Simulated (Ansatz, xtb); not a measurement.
## BH8NSbSi+: where a starting geometry ends

The starting geometry of this gas-phase singlet was built from a drawn formula by distance geometry and a force field; its bonds are those of `[NH3+]B[SiH2][SbH2]`.

```xyz
12

B     0.1692    0.7207    1.4261
N    -0.8830    1.7074    0.9729
Sb   -0.8853   -1.9693   -0.8408
Si   -0.1859   -1.2243    1.5083
H    -1.1490    1.4791    0.0063
H    -1.7114    1.6544    1.5971
H    -0.4411    2.6221    1.0216
H     1.2724    1.0572    1.7329
H    -1.3448   -1.4082    2.4124
H     0.8961   -1.9521    1.9798
H    -1.6212   -3.4509   -0.1927
H    -2.4468   -1.0550   -0.6974
```

Task: Predict what becomes of its bonds when it is optimised with r2SCAN-D4/def2-SVP.

Result: A new bond forms, giving a structure with H12 bridging Sb3 and B1, given below by its coordinates. Distances that change by over a tenth: B1–Sb3 (3.67 → 2.63 Å). Contacts that close: B1–H12 (3.81 → 1.36 Å).

The energy falls by 1.27 eV over 25 steps:

```csv
step,E − E(last) (eV)
1,1.268
4,0.772
6,0.721
9,0.633
12,0.529
14,0.448
17,0.135
20,0.005
22,0.002
25,0.000
```

Final geometry (Å):

```xyz
12

B    -0.1156    0.1865    0.6395
N    -1.2178    1.3113    0.8683
Sb   -0.8295   -2.1231   -0.4017
Si   -0.0475   -1.3557    1.9340
H    -1.3227    1.9398    0.0621
H    -2.1513    0.9511    1.0975
H    -0.9321    1.9013    1.6599
H     0.9581    0.6500    0.3377
H    -1.1394   -1.4928    2.9343
H     1.2733   -1.8976    2.3282
H    -2.4098   -1.6425    0.0870
H    -0.3964   -0.2473   -0.6204
```

From the same start GFN2-xTB ends elsewhere, differing in B1–H12 (2.90 against 1.36 Å here), Sb3–Si4 (3.26 against 2.58 Å here).

The end wasn't checked by frequencies. Atoms past krypton carry core potentials, without spin–orbit terms. Run with Ansatz 0.2.0, 62 s on 2 threads of Intel(R) Xeon(R) Platinum 8375C CPU @ 2.90GHz (Ice Lake) (shared host).
